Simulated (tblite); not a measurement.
C₇H₁₀N (doublet state).
Bonds: C1–C2 (double), C2–C3, C2–C4, C4–N5 (double), N5–C6, C6–C7, C7–C8, C4–C8. Hydrogens: H9, H10 on C1; H11, H12, H13 on C3; H14, H15 on C6; H16, H17 on C7; H18 on C8.

Structure optimised with GFN2-xTB, isolated species. This method treats the open shell by occupation alone, without spin polarisation.

Problem. Give the optimised bond lengths and angles.

Solution. 
| bond | length (Å) |
| --- | --- |
| C1=C2 | 1.330 |
| C2–C3 | 1.496 |
| C2–C4 | 1.466 |
| C4=N5 | 1.323 |
| N5–C6 | 1.429 |
| C6–C7 | 1.544 |
| C7–C8 | 1.483 |
| C4–C8 | 1.394 |
| C1–H9 | 1.076 |
| C1–H10 | 1.077 |
| C3–H11, C3–H12, C3–H13 | 1.088 |
| C6–H14, C6–H15 | 1.096 |
| C7–H16, C7–H17 | 1.094 |
| C8–H18 | 1.072 |

Bonds in one row agree within 0.01 Å and their mean is given. A selection of angles:
| angle | degrees |
| --- | --- |
| C2–C1–H9 | 122.8 |
| C2–C1–H10 | 121.1 |
| H9–C1–H10 | 116.1 |
| C1–C2–C3 | 122.5 |
| C1–C2–C4 | 122.3 |
| C3–C2–C4 | 115.2 |
| C2–C3–H11 | 109.6 |
| C2–C3–H13 | 111.1 |
| H11–C3–H12 | 107.0 |
| H11–C3–H13 | 109.8 |
| C2–C4–N5 | 119.9 |
| C2–C4–C8 | 126.9 |
| N5–C4–C8 | 113.2 |
| C4–N5–C6 | 109.1 |
| N5–C6–C7 | 107.5 |
| N5–C6–H14 | 108.7 |
| C7–C6–H14 | 112.5 |
| H14–C6–H15 | 106.6 |
| C6–C7–C8 | 101.4 |
| C6–C7–H16 | 112.4 |
| C8–C7–H16 | 111.8 |
| H16–C7–H17 | 106.9 |
| C7–C8–H18 | 123.8 |
| C4–C8–C7 | 108.7 |
| C4–C8–H18 | 127.5 |

Torsions: C1–C2–C4–N5 176° (antiperiplanar); C2–C4–N5–C6 180° (antiperiplanar); C4–N5–C6–C7 0° (synperiplanar); N5–C6–C7–C8 0° (synperiplanar); C6–C7–C8–C4 0° (synperiplanar); C2–C4–C8–C7 180° (antiperiplanar). The mirror-image conformer, all signs reversed, is as good.

C2 (carbon bonded to 3 C) is planar (angles 122.5°, 122.3° and 115.2°, sum 360.0°, 0.00 Å off the plane of its three neighbours). The C–N distances run from 1.323 Å (C4=N5, drawn double in one of several resonance forms) to 1.429 Å (N5–C6, drawn single), a spread of 0.106 Å. C8 (carbon bonded to 2 C and H) is planar (angles 127.5°, 123.8° and 108.7°, sum 360.0°, 0.00 Å off the plane of its three neighbours). The C–C distances run from 1.330 Å (C1=C2, drawn double) to 1.544 Å (C6–C7, drawn single), a spread of 0.214 Å. C4 (carbon bonded to 2 C and N) is planar (angles 126.9°, 119.9° and 113.2°, sum 360.0°, 0.00 Å off the plane of its three neighbours). C1 (carbon bonded to C and 2 H) is planar (angles 122.8°, 121.1° and 116.1°, sum 360.0°, 0.00 Å off the plane of its three neighbours). The 5-membered ring C4–N5–C6–C7–C8 has internal angles of 101.4° to 113.2° (sum 540°, against 540° for a flat polygon); it is planar, 0.00 Å rms from its mean plane, widest ring torsion 0°.

Point group: near Cs, missed by 0.18 Å at most; the miss may be what the optimiser left on a soft mode. GFN2-xTB frequencies show an imaginary mode (20i cm⁻¹), so the point is no minimum at that level. 3 starts were optimised and ended at 0.00, 0.27 and 0.29 kcal/mol (GFN2-xTB); the lowest of these is shown.

The numbers are calculated, not measured.
